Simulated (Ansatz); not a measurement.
Start from `C[CH2][AlH][Br]` and change one atom or group to get `C=[N][AlH][CH2]C`.

Ansatz, PBE0-D4/def2-TZVP geometries, multiplicity 1. Each molecule was computed in one conformer, which needn't be the lowest.

Scalar relativity is left out up to krypton.

```tsv
property	`C[CH2][AlH][Br]`
HOMO–LUMO gap (PBE/def2-TZVPP) / eV	4.52
HOMO energy (B3LYP/def2-TZVPP) / eV	-7.55
HOMO–LUMO gap (PBE0/def2-TZVPP) / eV	6.51
HOMO energy (PBE/def2-TZVPP) / eV	-6.52
LUMO energy (PBE/def2-TZVPP) / eV	-2.00
HOMO energy (PBE0/def2-TZVPP) / eV	-7.75
```

(1) What does the change do to each property? (Best estimate.)

## Answers

(1) The calculation gave: 
```csv
property,`C=[N][AlH][CH2]C`,shift
HOMO–LUMO gap (PBE/def2-TZVPP) / eV,3.40,-1.12
HOMO energy (B3LYP/def2-TZVPP) / eV,-6.37,1.18
HOMO–LUMO gap (PBE0/def2-TZVPP) / eV,5.80,-0.71
HOMO energy (PBE/def2-TZVPP) / eV,-5.32,1.20
LUMO energy (PBE/def2-TZVPP) / eV,-1.92,0.08
HOMO energy (PBE0/def2-TZVPP) / eV,-6.57,1.18
```

With PBE0 the HOMO rises by 1.18 eV and the LUMO rises by 0.48 eV, so the gap narrows by about 0.70 eV. PBE moves the HOMO by 1.20 eV and ωB97M-V by 1.07 eV.

B3LYP here is the variant with VWN-RPA as its local correlation; programs differ in this.

Spin–orbit coupling is left out; it splits and shifts lone-pair levels of the heavy atoms by tenths of an eV.
